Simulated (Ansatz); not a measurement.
`F[SiH](S)[O][GeH3]` + H–F → `F[SiH](F)S` + `[OH][GeH3]` at 500 K and 1 bar (ligand exchange at the Si–O bond).

Computed with Ansatz on PBE0-D4/def2-TZVP structures; ΔE is electronic, products minus reactants. CBS: MP2 limit from def2 TZ/QZ plus the TZ coupled-cluster correction, frozen cores. This one scheme is used for every species. For Ge outer-core shells are correlated without core-valence functions, which leaves a few kJ/mol of doubt a bond. Scalar relativity is left out up to krypton. One conformer a species, not always the lowest.

```json
{"species": "`F[SiH](S)[O][GeH3]`", "CCSD(T)/CBS energy (Eh)": "-2941.10338", "H − E (kJ/mol)": "185.2", "S (J/(mol·K))": "480.2"}
{"species": "H–F", "CCSD(T)/CBS energy (Eh)": "-100.39570", "H − E (kJ/mol)": "39.4", "S (J/(mol·K))": "188.7"}
{"species": "`F[SiH](F)S`", "CCSD(T)/CBS energy (Eh)": "-887.80771", "H − E (kJ/mol)": "99.2", "S (J/(mol·K))": "360.5"}
{"species": "`[OH][GeH3]`", "CCSD(T)/CBS energy (Eh)": "-2153.69723", "H − E (kJ/mol)": "124.0", "S (J/(mol·K))": "309.0"}
```

H − E and S are ideal-gas, rigid-rotor, harmonic terms from PBE0-D4/def2-TZVP, for one conformer and one mirror image of each species. 1 Eh = 2625.50 kJ/mol, R = 8.31446 J/(mol·K).

Task: By hand: ΔE, ΔH, ΔS and ΔG.

Result: ΔE = (-887.80771) + (-2153.69723) − (-2941.10338) − (-100.39570) = -0.00586 Eh = -15.4 kJ/mol. Δ(H − E) = 99.2 + 124.0 − 185.2 − 39.4 = -1.4, so ΔH = -16.8 kJ/mol. ΔS = 360.5 + 309.0 − 480.2 − 188.7 = 0.6 J/(mol·K). ΔG = -16.8 − 500 × (0.6)/1000 = -17.1 kJ/mol.

Task: By hand: the equilibrium constant, and the temperature at which ΔG would vanish if ΔH and ΔS stayed fixed.

Result: log₁₀ K = −ΔG/(RT ln 10) = 1.8. ΔH and −TΔS have one sign here, so there is no such temperature. One of them is within its doubt of zero, so this could turn.

The number of gas molecules stays the same, so ΔS is small and ΔH decides. A doubt of 5 kJ/mol in ΔE shifts log₁₀ K by 0.5 here. Other conformers and mirror images would add mixing entropy, several J/(mol·K) or more a flexible species. Modes under 60 cm⁻¹, often nearly free rotors, make the harmonic entropy too high. These are equilibria of isolated gas molecules and say nothing of rates. Largest T1 diagnostic: 0.012 (customary marks: 0.02 for closed shells, 0.045 for open ones).
